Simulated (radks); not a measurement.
Q: Excited configurations of F: one electron is placed in a higher orbital outside [He] 2s2 2p4. The ground configuration is [He] 2s2 2p5. Calculated with a radial shooting solver on a logarithmic mesh with Libxc functionals: Dirac Kohn-Sham, PBE, spin-unpolarised, spherical densities, finite nucleus; open shells fill j = l - 1/2 first; Fermi nuclear charge, rms radius 2.8976 fm. Excitation = E - E(ground); binding = E(ion) - E, where the ion is the core of charge +1; n* = 1/sqrt(2 binding) in atomic units, and the quantum defect is n - n*.

| outer orbital | excitation (eV) | binding (eV) | n* | quantum defect | eigenvalue (eV) | <r> (bohr) |
|---|---|---|---|---|---|---|
| 4s1/2 | 17.331 | 2.031 | 2.588 | 1.412 | -1.207 | 10.54 |
| 5d3/2 | 18.708 | 0.653 | 4.563 | 0.437 | -0.406 | 31.18 |
| 6p1/2 | 18.746 | 0.616 | 4.701 | 1.299 | -0.403 | 35.52 |

Estimate the row for 7s1/2.

A: excitation (eV) 18.857; binding (eV) 0.505; n* 5.192; quantum defect 1.808; eigenvalue (eV) -0.341; <r> (bohr) 44.78. The Delta-SCF ionisation energy is 19.362 eV (NIST Atomic Spectra Database: 17.423 eV, measured). Self-interaction in the functional shifts the binding energies and quantum defects, so they are the method's values and not measured ones. Spin polarisation and multiplet splitting are left out, so open shells lie too high by an amount that depends on their filling.

Beside tabulated values, note that spin-unpolarised runs miss the spin-polarisation part of the exchange energy of open shells.
